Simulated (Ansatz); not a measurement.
Geometry optimisation, Ansatz, RKS PBE0-D4/cc-pVDZ.

Input file:

```yaml
crystal:
  periodic: [false, false, false]
  atoms:
    - { symbol: C, position_ang: [-1.6334, 0.7571, 0.789] }
    - { symbol: C, position_ang: [-0.4932, 1.1526, -0.1045] }
    - { symbol: B, position_ang: [0.4828, -0.0692, -0.2335] }
    - { symbol: C, position_ang: [0.8651, -1.6294, -0.4598] }
    - { symbol: Al, position_ang: [2.4895, -0.8601, -0.5438] }
    - { symbol: H, position_ang: [-2.3656, 1.6906, 0.839] }
    - { symbol: H, position_ang: [-1.318, 0.5458, 1.8084] }
    - { symbol: H, position_ang: [-2.2053, -0.038, 0.3403] }
    - { symbol: H, position_ang: [-0.8403, 1.4431, -1.078] }
    - { symbol: H, position_ang: [0.0531, 2.0239, 0.3543] }
    - { symbol: H, position_ang: [0.3798, -2.0032, -1.4033] }
    - { symbol: H, position_ang: [0.5842, -2.2471, 0.4557] }
    - { symbol: H, position_ang: [4.0218, -0.8007, -0.749] }
basis:
  gaussian: { orbitals: cc-pVDZ }
hamiltonian:
  xc: pbe0
  dispersion: d4
relax:
  f_tol: 0.015
  max_steps: 40
```

Command:

```bash
$ ansatz run input.yaml --threads 2 --pin off --max-ram 3072MiB --backend cpu --events-out ev --progress --plain --runs-dir out
```

Question: Where does it end, and by what steps?

Answer: The forces met the threshold. After 22 steps the energy has fallen by 1.914 eV; H11 moved furthest, 1.76 Å.

| step | energy less start (eV) | largest force component (eV/Å) | accepted |
| --- | --- | --- | --- |
| 0 | 0.0000 | 4.023 | yes |
| 1 | -0.9034 | 1.559 | yes |
| 2 | -1.0615 | 0.692 | yes |
| 3 | -1.0580 | 1.037 | no |
| 4 | -1.1024 | 0.140 | yes |
| 5 | -1.1328 | 0.302 | yes |
| 6 | -1.2035 | 0.521 | yes |
| 7 | -1.3275 | 0.913 | yes |
| 8 | -1.4983 | 0.997 | yes |
| 9 | -1.6201 | 0.856 | yes |
| 10 | -1.6995 | 0.768 | yes |
| 11 | -1.7799 | 0.878 | yes |
| 12 | -1.8283 | 0.574 | yes |
| 13 | -1.8602 | 0.440 | yes |
| 14 | -1.8794 | 0.309 | yes |
| 15 | -1.9007 | 0.330 | yes |
| 16 | -1.9055 | 0.188 | yes |
| 17 | -1.9092 | 0.114 | yes |
| 18 | -1.9114 | 0.131 | yes |
| 19 | -1.9129 | 0.055 | yes |
| 20 | -1.9134 | 0.077 | yes |
| 21 | -1.9140 | 0.039 | yes |
| 22 | -1.9141 | 0.013 | yes |

```xyz
13
Properties=species:S:1:pos:R:3
C -1.747 0.681 0.476
C -0.396 1.208 -0.006
B 0.686 0.095 -0.226
C 0.698 -1.370 -0.072
Al 2.525 -0.448 -0.738
H -2.478 1.492 0.619
H -1.649 0.150 1.437
H -2.179 -0.031 -0.245
H -0.522 1.771 -0.948
H 0.000 1.952 0.709
H -0.165 -1.962 0.265
H 1.521 -2.105 -0.255
H 3.727 -1.469 -1.002
```

Time of the run: 45 s on 2 threads of Intel(R) Xeon(R) 6975P-C (Granite Rapids) (shared host), peak memory 0.28 GiB.
